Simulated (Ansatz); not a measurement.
In(Cl)(SiH3)2 (ClH₆InSi₂), SMILES [SiH3][In]([SiH3])[Cl]. Atoms are numbered in the order given.

```xyz
10

In     0.0713     0.1132     0.0838
Cl    -1.9483    -1.1435     0.2406
Si    -0.3443     2.2893    -1.2384
H      0.9037     3.1012    -1.3782
H     -1.3735     3.1088    -0.5282
H     -0.8532     1.9502    -2.6026
Si     1.9821    -1.1332     1.2889
H      3.2595    -0.3566     1.2559
H      2.2056    -2.4530     0.6227
H      1.5988    -1.3700     2.7144
```
Charge 0, spin multiplicity 1.

The structure is a stationary point at PBE0-D3(BJ)/def2-SVP. The structure was generated by enumeration; whether it is a known compound was not checked. The def2 effective core potentials stand for the cores of In; spin–orbit coupling is left out.

Two levels are set side by side: PBE-D3(BJ)/def2-SVP (Ansatz, a quantum-chemistry and plane-wave program) and PBE0-D3(BJ)/def2-SVP (Ansatz). Each level has its own optimised geometry; the coordinates shown are those of the second. Differences are taken from unrounded values.

| quantity | PBE0-D3(BJ) |
|---|---|
| mean bond length (Å) | 1.835 |
| bond In1–Cl2 (Å) | 2.384 |
| bond In1–Si3 (Å) | 2.580 |
| bond In1–Si7 (Å) | 2.580 |
| bond Si3–H4 (Å) | 1.495 |
| bond Si3–H5 (Å) | 1.495 |
| bond Si3–H6 (Å) | 1.495 |
| bond Si7–H8 (Å) | 1.495 |
| bond Si7–H9 (Å) | 1.495 |
| bond Si7–H10 (Å) | 1.495 |

### Question
What does PBE-D3(BJ) give, and how far is it from PBE0-D3(BJ)? (The exact figures need the calculation; the answer reports its results.)

### Answer

| quantity | PBE-D3(BJ) | PBE-D3(BJ) minus PBE0-D3(BJ) |
|---|---|---|
| mean bond length (Å) | 1.848 | 0.013 |
| bond In1–Cl2 (Å) | 2.403 | 0.019 |
| bond In1–Si3 (Å) | 2.599 | 0.019 |
| bond In1–Si7 (Å) | 2.598 | 0.018 |
| bond Si3–H4 (Å) | 1.507 | 0.011 |
| bond Si3–H5 (Å) | 1.507 | 0.012 |
| bond Si3–H6 (Å) | 1.503 | 0.008 |
| bond Si7–H8 (Å) | 1.506 | 0.011 |
| bond Si7–H9 (Å) | 1.506 | 0.011 |
| bond Si7–H10 (Å) | 1.505 | 0.010 |

Exact exchange shortens and stiffens bonds; PBE has none. Differences between two approximate levels are no errors against the true value.
